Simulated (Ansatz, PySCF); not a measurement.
The pair A = CH4 (SMILES C) (first 5 atoms), B = Si2H6 (SMILES [SiH3][SiH3]); geometry from B3LYP-D3(BJ)/def2-TZVP.
(charge 0, multiplicity 1):
```tsv
atom	x (Å)	y (Å)	z (Å)
C	0.0554	-0.1260	0.0464
H	-0.3725	-1.0483	0.4367
H	-0.5348	0.7218	0.3915
H	1.0800	-0.0225	0.3998
H	0.0467	-0.1546	-1.0423
Si	1.0589	0.4535	4.1645
Si	-1.1266	-0.2962	3.7682
H	1.7872	-0.5248	5.0091
H	1.0294	1.7572	4.8717
H	1.7986	0.6227	2.8915
H	-1.1098	-1.6077	3.0771
H	-1.8669	0.6758	2.9288
H	-1.8453	-0.4512	5.0569
```

Cores are frozen in the correlated methods. Rows in 6-31G* carry no dispersion term and start afresh at each structure (6-31G* with six Cartesian d functions). MP2/6-31G* freezes PySCF's default core.

Programs: Ansatz (an electronic-structure program); PySCF for 6-31G* rows. Values without a source in brackets are computed.

Total energies (hartree), monomers frozen at their geometry in the pair:

```
structure              B3LYP/def2-TZVPPD    MP2/6-31G*  CCSD(T)/aug-cc-pV(D+d)Z
---------------------  -----------------  ------------  -----------------------
AB                          -623.1822071  -621.7980334             -622.0348666
A in the pair's basis        -40.5391832   -40.3330658              -40.3959433
B in the pair's basis       -582.6441308  -581.4652170             -581.6376938
A                            -40.5391549   -40.3325493              -40.3953461
B                           -582.6440812  -581.4646619             -581.6368009
```

Problem. Work out the interaction energy without and with the counterpoise correction, and the superposition error, for each level.

Solution. 
E(AB) − E(A) − E(B), times 627.509 kcal/mol, with the monomers in their own basis and then in the pair's basis:
- B3LYP/def2-TZVPPD: 0.65 uncorrected, 0.69 corrected; the monomers gain 0.05 kcal/mol from borrowed functions
- MP2/6-31G*: -0.52 uncorrected, 0.16 corrected; the monomers gain 0.67 kcal/mol from borrowed functions
- CCSD(T)/aug-cc-pV(D+d)Z: -1.71 uncorrected, -0.77 corrected; the monomers gain 0.94 kcal/mol from borrowed functions
